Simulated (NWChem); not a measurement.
System: C2H6NO cation; SMILES CC([NH3+])=O

Results from NWChem. Coordinates come from a PBE0/def2-SVP optimisation. Level: PBE/def2-SVP with SMD (1 M gas to 1 M solution), gas-phase geometry. Reactions with the solvent are ignored.

```csv
solvent,dielectric constant,solvation free energy (kcal/mol),cavity-dispersion-structure term (kcal/mol)
water,78.4,-72.7,4.8
ethylene glycol,40.2,[?],4.9
cyclohexane,2.02,-39.0,-0.5
dichloromethane,8.93,-68.9,0.0
cyclohexanone,15.6,-72.7,-0.2
toluene,2.37,-45.1,-0.9
```

### Question
What belongs in the gaps?

### Answer

- ethylene glycol, solvation free energy (kcal/mol): -71.5
